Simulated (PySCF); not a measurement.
# Löwdin shares of the frontier orbitals

C₆H₇OPS.
Geometry (GFN2-xTB, Å), atoms numbered from 1 in this order:
```xyz
16
C6H7OPS angstrom
C      3.1367   -0.1802    1.1275
C      1.8858    0.2307    0.9619
C      0.9308   -0.4137    0.0919
P      1.2093   -1.8557   -0.9230
C     -0.4083   -1.7159   -1.4408
O     -1.1153   -0.6946   -0.9195
C     -0.3632    0.0156   -0.0753
S     -1.1104    1.3927    0.7079
C     -2.7754    1.2989   -0.0085
H      3.5115   -1.0447    0.6021
H      3.8191    0.3287    1.7849
H      1.5081    1.0984    1.4893
H     -0.9552   -2.3325   -2.1313
H     -3.2326    0.3508    0.2574
H     -2.7140    1.4080   -1.0870
H     -3.3344    2.1224    0.4234
```

The calculation used TDDFT PBE0/def2-SVPD, vertical, gas phase, core orbitals frozen in the response (PySCF).

Frontier orbitals with the atoms that hold most of them (Löwdin shares over 4%, at most four atoms; ? is withheld):

```
orbital  ε (eV)                           atoms
 HOMO-3   -8.23    P4 63%, C3 12%, C5 8%, O6 5%
 HOMO-2   -8.22    S8 36%, C7 16%, C2 8%, C5 8%
 HOMO-1   -7.10                               ?
   HOMO       ?                               ?
   LUMO   -1.12    P4 36%, C5 25%, C3 9%, C1 7%
 LUMO+1   -0.62  C7 23%, C1 17%, O6 13%, C2 11%
 LUMO+2    0.07   S8 46%, C9 17%, C7 7%, H16 6%
```

(1) Give the leading atoms of the HOMO-1.

(2) Which atoms hold the HOMO, and with what shares?

(3) What is the HOMO energy, and the HOMO–LUMO gap?

Answers

(1) P4 (bonded to 2 C) 29%; C5 (bonded to O, P and H) 17%; C1 (bonded to C and 2 H) 14%; O6 (bonded to 2 C) 12%. By element: carbon 31% or more, phosphorus 29%, oxygen 12%.

(2) S8 (bonded to 2 C) 29%; C5 (bonded to O, P and H) 13%; C3 (bonded to 2 C and P) 13%; C7 (bonded to C, O and S) 13%. By element: carbon 40% or more, sulfur 29%.

(3) ε(HOMO) = -5.98 eV; the gap is 4.86 eV (0.1787 hartree).

Task: How does S1 compare with the orbital gap of 4.86 eV?

Result: S1 is at 4.04 eV (f = 0.062), 0.82 eV below the gap, made of HOMO→LUMO (95%). 

Task: Give energy, strength and leading configuration of S1, S2, S4 and S7, and follow the Löwdin shares of the leading atoms from the occupied to the empty orbital.

Result: 
- S1 (4.04 eV, f 0.062), HOMO→LUMO (95%): S8 29% → at most 8%, C5 13% → 25%, P4 at most 14% → 36%
- S2 (4.73 eV, f 0.257), HOMO→LUMO+1 (95%): S8 29% → at most 11%, C5 13% → at most 11%, C7 13% → 23%, C1 at most 14% → 17%
- S4 (5.25 eV, f 0.018), HOMO-1→LUMO (90%): P4 29% → 36%, C5 17% → 25%
- S7 (5.67 eV, f 0.160), HOMO-1→LUMO+1 (76%): P4 29% → at most 11%, C5 17% → at most 11%, C7 at most 13% → 23%, C1 14% → 17%

One conformer stands for the species.
